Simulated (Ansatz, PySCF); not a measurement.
This Ansatz (a program for electronic structure) input computes a SVWN5/def2-TZVPD energy:

Ansatz 0.2 input:
```yaml
crystal:
  periodic: [false, false, false]
  atoms:
    - {symbol: Al, position_ang: [0.00000000, 0.00000000, 0.00000000]}
    - {symbol: F, position_ang: [0.00000000, 0.00000000, 1.59180744]}
    - {symbol: F, position_ang: [-0.00000000, -0.00000000, -1.59180744]}
basis:
  gaussian:
    orbitals: def2-TZVPD
hamiltonian:
  xc: {name: SVWN5}
total_charge: 1
output: {forces: true}
```

Q: Write an input for the same energy in PySCF and say what it gives.

A: 
```python
from pyscf import gto, scf, dft

mol = gto.M(
    atom='''
    Al    0.00000000    0.00000000    0.00000000
    F     0.00000000    0.00000000    1.59180744
    F    -0.00000000   -0.00000000   -1.59180744
    ''',
    basis='def2-tzvpd',
    charge=1,
    spin=0,
    verbose=4,
)

mf = dft.RKS(mol, xc='svwn').density_fit(auxbasis='def2-universal-jkfit')
mf.grids.level = 3
mf.conv_tol = 1e-9
mf.max_cycle = 100
mf.max_memory = 1500
mf.kernel()
if not mf.converged:
    mf = mf.newton()
    mf.kernel(mf.make_rdm1())
mf.analyze()
```
It gives -439.69564 Eh, and Ansatz -439.69560 Eh, a difference of 0.04 mEh, from the treatment of integrals and grids.
